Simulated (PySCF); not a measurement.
Molecule: SMILES CC[C@H]1CCC[SiH2]1, C₆H₁₄Si.

Bonds (- single, = double, # triple, : aromatic): C1-C2, C2-C3, C3-C4, C4-C5, C5-C6, C6-Si7, Si7-C3. C1 carries H8, H9, H10; C2 carries H11, H12; C3 carries H13; C4 carries H14, H15; C5 carries H16, H17; C6 carries H18, H19; Si7 carries H20, H21. Stereochemistry as in CC[C@H]1CCC[SiH2]1. H15, H17, H19, H21 are cis to C2 on the ring; H11 is pro-R; H12 is pro-S; H14, H16, H18, H20 are trans to C2 on the ring.

Frames of a GFN2-xTB Langevin trajectory at 600 K; GIAO PBE0/pcSseg-1 shieldings in PySCF 2.14.0 with density-fitted response routines, gas phase, non-relativistic; equivalent atoms averaged within each frame.

Scale: 13C (σref 186.93) and 29Si (σref 349.16) and 1H (σref 31.72) against TMS (reference shieldings calculated alike). The references are static minima.

Question: How do the shifts (ppm) fluctuate along the trajectory?

Answer: 
| time (fs) | C4 | C2 | C5 | C3 | C1 | C6 | Si7 | H20 | H11 | H21 |
| --- | --- | --- | --- | --- | --- | --- | --- | --- | --- | --- |
| 250 | 44.2 | 39.9 | 29.5 | 24.8 | 22.7 | 16.2 | -15.2 | 5.04 | 3.40 | 3.37 |
| 425 | 42.3 | 36.2 | 35.1 | 40.6 | 29.5 | 13.3 | -6.4 | 5.52 | 2.90 | 3.71 |
| 625 | 55.4 | 36.8 | 37.7 | 22.5 | 18.6 | 12.7 | -20.3 | 4.45 | 2.34 | 3.36 |
| 800 | 41.4 | 34.2 | 32.3 | 40.5 | 11.0 | 18.5 | -30.7 | 5.13 | 0.15 | 5.40 |
| 1000 | 47.2 | 49.4 | 37.2 | 53.4 | 29.5 | 23.6 | -45.6 | 4.04 | 2.29 | 5.01 |
| mean of frames | 46.1 | 39.3 | 34.4 | 36.4 | 22.3 | 16.9 | -23.6 | 4.84 | 2.21 | 4.17 |
| standard deviation | 5.7 | 6.0 | 3.4 | 12.8 | 7.8 | 4.4 | 15.1 | 0.59 | 1.24 | 0.97 |

5 frames give an uncertainty of the mean of about the standard deviation over 2.2 at best, since frames this close in time may not be independent; classical motion lacks zero-point vibration, and the reference would need the same averaging.
